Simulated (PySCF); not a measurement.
Calculation: PBE-D3(BJ)/def2-TZVP // B3LYP-D3(BJ)/def2-TZVP (PySCF 2.14.0). Gas-phase values, no solvent. 

Reference species (SMILES): `C(Cl)=C=C` (neutral, multiplicity 1).

The HOMO–LUMO gap is 4.36 eV and the dipole moment comes out as 1.63 D.

Changed species: `C1CC=1Cl`.

Task: What does the change do to the HOMO–LUMO gap and dipole moment?

Result: the HOMO–LUMO gap increases by 0.62 eV, to 4.98 eV; the dipole moment decreases by 0.70 D, to 0.93 D.
